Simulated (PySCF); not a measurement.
An unknown is described by computed data only.

Formula: C10H10.

- 13C NMR: chemical shifts (computed TMS as zero) by class: 142.0 (1 C), 138.7 (2 C), 133.8 (2 C), 126.4 (1 C), 93.5 (1 C), 86.0 (1 C), 23.3 (1 C), 5.6 (1 C) ppm [GIAO PBE0/pcSseg-1]
- Dipole: 0.07 D [CAM-B3LYP/def2-SVPD]
- Polarisability: 125.3 au [CAM-B3LYP/def2-SVPD]
- Rotational structure: rotational constants A, B, C: 5.351, 0.583, 0.529 GHz [PBE0-D3(BJ)/def2-SVP]
- UV, first state: lowest singlet excitation: 5.04 eV (246 nm, f = 0.002) [TDDFT CAM-B3LYP/def2-SVPD]
- Triplet: lowest triplet excitation (Tamm–Dancoff): 3.49 eV [TDA CAM-B3LYP/def2-SVPD]
- 1H NMR: chemical shifts (computed TMS as zero) by class: 7.44 (2 H), 7.19 (2 H), 2.35 (3 H), 2.12 (3 H) ppm [GIAO PBE0/pcSseg-1]
- Valence photoelectron: vertical ionisation energy: 8.05 eV [ΔSCF CAM-B3LYP/def2-SVPD]

Gas-phase values; electronic properties from PySCF, density fitting. Levels stand in brackets. Geometry: PBE0-D3(BJ)/def2-SVP; no solvent, vibrations or thermal averaging. NMR values are class means; diastereotopic atoms form classes of their own.

Problem. Propose a structure and show how it fits.

Solution. Numbering: `[CH3:1][C:2]#[C:3][c:4]1[cH:5][cH:6][c:7]([CH3:8])[cH:9][cH:10]1`. Its formula, C10H10, gives 6 degrees of unsaturation: 1 ring and 5 π bonds in the structure found (Kekulé form). 10 carbons fall into 8 classes; from least to most shielded: substituted aromatic carbon [C7] (142.0 ppm), aromatic CH carbon [C5/C10] (138.7 ppm, 2 C), aromatic CH carbon [C6/C9] (133.8 ppm, 2 C), substituted aromatic carbon [C4] (126.4 ppm), alkyne carbon [C2] (93.5 ppm), alkyne carbon [C3] (86.0 ppm), benzylic-type carbon [C8] (23.3 ppm), propargylic carbon [C1] (5.6 ppm). Hydrogen classes from least to most shielded: 2 H on 2 aromatic CH carbons, C5/C10 (7.44 ppm), 2 H on 2 aromatic CH carbons, C6/C9 (7.19 ppm), 3 H on a benzylic-type carbon, C8 (2.35 ppm), 3 H on a propargylic carbon, C1 (2.12 ppm). The first electron is taken from the HOMO, whose largest Löwdin shares are 0.19 on an alkyne carbon, 0.15 on an alkyne carbon and 0.14 on each of 2 atoms of one kind (substituted aromatic carbon). By its constants the optimised geometry is an asymmetric top. Structure: `CC#Cc1ccc(C)cc1`. Computed isomers that give other values at the same levels: `C=CC1=C/C=C\C=C/C=C\1` (rotational constant A: 2.399 GHz; this holds for the one conformer computed); `CC1=CCc2ccccc21` (rotational constant A: 2.513 GHz; this holds for the one conformer computed); `C=Cc1ccc2c(c1)CC2` (13C chemical shifts (computed TMS as zero) by class: 150.7 (1 C), 150.1 (1 C), 146.0 (1 C), 140.5 (1 C), 135.5 (1 C), 127.8 (1 C), 121.3 (1 C), 116.9 (1 C), 30.8 (1 C), 30.6 (1 C) ppm). The assignments are read from this structure; whether some other isomer fits the data as well wasn't checked.
